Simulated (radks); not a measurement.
Results of a calculation; reference values are marked as such.
Question: These are the eigenvalues of the occupied orbitals of an atom or ion with whole-number occupations (hartree). Level of theory: scalar-relativistic Kohn-Sham, SCAN, spin-polarised, spherical densities, finite nucleus; meta-GGA in the generalised Kohn-Sham scheme; Fermi nuclear charge, rms radius of each element as measured or else 0.836 A^(1/3) + 0.57 fm (a radial shooting solver on a logarithmic mesh with Libxc functionals).

1s: -2178.838
2s: -421.8123
2p: -380.8025
3s: -142.8071
3p: -130.1643
3d: -114.8728

Which element is it, and in what charge state? The configuration may be excited. Open shells, if any, are filled with parallel spins first.

Answer: Z = 68, erbium, charge +40: Er40+ in [Ar] 3d10. The list shows which subshells hold electrons but not how many an open one holds; the 1s level, -2178.8 hartree, gives Z - s = 66.0 by -(Z - s)^2/2, which with screening and relativity narrows Z to a few neighbours, and the depths of the outer levels then fix element, charge and occupations together.
